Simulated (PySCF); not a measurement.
# Bi2OF4 at several levels of theory

Computed with PySCF 2.14.0 (density fitting, no spin-orbit coupling) at the geometry relaxed with BP86:

```xyz
7
Bi2OF4 (singlet)
Bi    0.5851    0.0000    1.9885
Bi    0.5851    0.0000   -1.9885
O     1.2265    0.0000    0.0000
F    -0.7953    1.5152    1.9426
F    -0.7953   -1.5152    1.9426
F    -0.7953    1.5152   -1.9426
F    -0.7953   -1.5152   -1.9426
```

| level | basis | state | HOMO (eV) | gap (eV) | charge on Bi1 (e) | dipole about the centre of mass (D) | largest force component (eV/Å) |
| --- | --- | --- | --- | --- | --- | --- | --- |
| BP86 | Bi def2-SVP with ECP60, O def2-SVP, F def2-SVP | singlet | -7.42 | 4.90 | 1.15 | 6.68 | 0.04 |
| wB97X | the same | singlet | -10.82 | 11.01 | 1.34 | 7.64 | 0.66 |
| BP86 | Bi def2-TZVP with ECP60, O def2-TZVP, F def2-TZVP | singlet | -7.87 | 4.99 | 1.28 | 7.19 | 0.48 |
| BP86 | Bi x2c-SVPall, O x2c-SVPall, F x2c-SVPall | singlet | -7.41 | 4.91 | 1.21 | 6.65 | 0.61 |

Charges are Mulliken's, which hang on the basis. The relaxation used the grid (50, 194), these runs (75, 302) or, all-electron (x2c bases, spin-free X2C Hamiltonian), (99, 590).

**Question.** A further run in the first row's basis gives HOMO (eV) -7.98, gap (eV) 5.89, charge on Bi1 (e) 1.27, dipole about the centre of mass (D) 7.11, largest force component (eV/Å) 0.36. Which level was it?
A. TPSSh
B. CAM-B3LYP
C. M06-L

**Answer.** A. The others give HOMO -7.54 eV (M06-L); -9.95 eV (CAM-B3LYP).

In the first row's basis the gap widens with exact exchange: 4.9 to 5.5 eV for BP86, M06-L (none); 5.9 eV for TPSSh (a fixed share); 9.1 to 11.0 eV for CAM-B3LYP, wB97X (rising or full at long range).
